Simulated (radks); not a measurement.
Cd IV, 45 electrons, occupied as [Kr] 4d5 5s2 5p2 (not the ground configuration). Method: scalar-relativistic Kohn-Sham, LDA (Slater exchange, Perdew-Wang correlation), spin-polarised, spherical densities, finite nucleus; open shells are filled with parallel spins first (spin-orbit coupling, left out, can overturn this in heavy ions); Fermi nuclear charge, rms radius 4.6087 fm; computed with a radial shooting solver on a logarithmic mesh with Libxc functionals.

Normalised radial functions P(r) = r R(r), r in bohr:

| r | 5s up | 5s down | 5p down |
|---|---|---|---|
| 0.002449 | 0.0469 | 0.0455 | 0.0017 |
| 0.00324 | 0.0586 | 0.0568 | 0.0027 |
| 0.004287 | 0.0720 | 0.0698 | 0.0045 |
| 0.005672 | 0.0868 | 0.0842 | 0.0073 |
| 0.007566 | 0.1023 | 0.0992 | 0.0121 |
| 0.01001 | 0.1154 | 0.1119 | 0.0194 |
| 0.01324 | 0.1228 | 0.1191 | 0.0307 |
| 0.01752 | 0.1192 | 0.1156 | 0.0473 |
| 0.02337 | 0.0970 | 0.0940 | 0.0714 |
| 0.03093 | 0.0511 | 0.0495 | 0.1015 |
| 0.04092 | -0.0202 | -0.0196 | 0.1351 |
| 0.05414 | -0.1070 | -0.1038 | 0.1631 |
| 0.07221 | -0.1828 | -0.1773 | 0.1686 |
| 0.09555 | -0.1972 | -0.1912 | 0.1289 |
| 0.1264 | -0.1107 | -0.1073 | 0.0301 |
| 0.1673 | 0.0714 | 0.0693 | -0.1123 |
| 0.2231 | 0.2597 | 0.2519 | -0.2357 |
| 0.2952 | 0.2833 | 0.2747 | -0.2336 |
| 0.3906 | 0.0583 | 0.0561 | -0.0554 |
| 0.5168 | -0.2928 | -0.2845 | 0.2233 |
| 0.6838 | -0.4584 | -0.4443 | 0.3946 |
| 0.912 | -0.1930 | -0.1886 | 0.2601 |
| 1.207 | 0.3537 | 0.3385 | -0.1474 |
| 1.597 | 0.7762 | 0.7553 | -0.5773 |
| 2.112 | 0.7960 | 0.7935 | -0.7617 |
| 2.818 | 0.4907 | 0.5100 | -0.6170 |
| 3.728 | 0.1844 | 0.2044 | -0.3225 |
| 4.933 | 0.0382 | 0.0465 | -0.1018 |
| 6.526 | 0.0038 | 0.0052 | -0.0172 |

5s up: eigenvalue -42.860 eV, 4 radial nodes at r = 0.0381, 0.152, 0.410, 1.01 bohr, <r> = 2.02 bohr, 90 % of the charge inside 2.88 bohr. 5s down: eigenvalue -39.879 eV, 4 radial nodes at r = 0.0381, 0.152, 0.410, 1.02 bohr, <r> = 2.06 bohr, 90 % of the charge inside 2.95 bohr. 5p down (empty): eigenvalue -30.124 eV, 3 radial nodes at r = 0.135, 0.414, 1.10 bohr, <r> = 2.37 bohr, 90 % of the charge inside 3.40 bohr.
